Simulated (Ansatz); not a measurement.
A nudged elastic band was laid between two geometries of AlCl3H5HfNO (12 atoms, charge 0, multiplicity 1).

All numbers below come from RHF/def2-SVP (Ansatz 0.2.0).

```yaml
movable_images: 7
climbing_image: yes
spring: 5.0 eV/Å²
optimiser: quadratic models (default)
start_path: through a guess of the saddle point
force_threshold: 0.05 eV/Å
iteration_limit: 60
end_points: relaxed
```

Image 0:

```xyz
12
Properties=species:S:1:pos:R:3
Hf 0.247 -0.154 0.446
N -0.251 0.369 2.314
H -0.892 1.109 2.550
H 0.138 -0.014 3.160
Cl 2.464 0.635 -0.074
Cl -1.060 1.344 -0.888
Cl -1.343 -2.129 -0.297
O 1.211 -2.046 0.898
Al 0.216 -3.590 0.657
H 0.869 -4.496 -0.451
H -0.367 -4.130 2.014
H 2.154 -2.079 0.999
```

Image 8:

```xyz
12
Properties=species:S:1:pos:R:3
Hf 0.165 -0.515 -0.060
N 0.382 0.139 2.287
H 0.251 1.131 2.420
H 1.291 -0.091 2.660
Cl 2.245 0.718 -0.192
Cl -1.979 0.567 0.269
Cl -0.090 -1.050 -2.392
O 0.302 -2.300 0.647
Al 0.354 -3.997 0.862
H 1.131 -4.882 -0.175
H -0.357 -4.573 2.143
H -0.308 -0.327 2.857
```

Which bonds break or form, and what moves?

Bonds broken: Cl7–Al9, O8–H12. Bonds formed: N2–H12.

Give the energies along the band, and the barrier.

It converged. The highest image is number 4 of 0 to 8, 98.0 kJ/mol above the first end and 148.0 kJ/mol above the last; the last end lies 50.0 kJ/mol below the first. The profile has 2 maxima (images 2, 4) with wells between them (image 3): this band takes more than one step, which may be the mechanism or a detour left from its start path. Neighbouring images differ by up to 1.5 eV, so the band resolves the path poorly. A vibrational analysis at the climbing image gives one clearly imaginary mode, 1663i cm⁻¹: a first-order saddle point. The orbitals stay closed-shell, which can raise the energy where a bond breaks towards radicals; this wasn't checked here.

```csv
image,path coordinate (Å),energy (kJ/mol),Cl7–Al9 (Å),O8–H12 (Å),N2–H12 (Å)
0,0.00,0.0,2.34,0.95,3.67
1,1.56,4.6,2.34,0.95,3.14
2,3.11,9.0,2.31,0.95,2.83
3,4.67,6.8,2.29,0.95,2.97
4,6.23,98.0,2.51,1.15,1.37
5,7.52,-45.2,2.72,2.35,1.01
6,8.81,-48.2,3.96,2.74,1.01
7,10.10,-50.3,4.24,3.03,1.01
8,11.39,-50.0,4.41,3.02,1.01
```

What is the geometry of the highest image?


```xyz
12
Properties=species:S:1:pos:R:3:forces:R:3
Hf 0.224 -0.319 0.179 0.00 0.00 0.00
N 0.582 0.177 2.292 0.01 0.00 0.00
H -0.131 0.633 2.839 0.00 0.00 0.00
H 1.471 0.549 2.589 0.00 0.00 0.00
Cl 2.174 0.662 -0.762 0.00 0.00 0.00
Cl -1.808 0.879 -0.111 0.00 0.00 0.00
Cl -0.163 -2.281 -1.421 0.00 0.00 -0.01
O 0.339 -1.983 1.379 -0.01 0.00 0.01
Al 0.099 -3.616 0.688 0.00 0.00 0.00
H 1.414 -4.456 0.494 0.00 0.00 0.00
H -1.317 -4.240 0.967 0.00 0.00 0.00
H 0.501 -1.186 2.195 0.00 0.00 0.00
```

Run time: 14 min on 4 threads of Arm Neoverse N1, with other jobs on the host, peak memory 0.53 GiB.
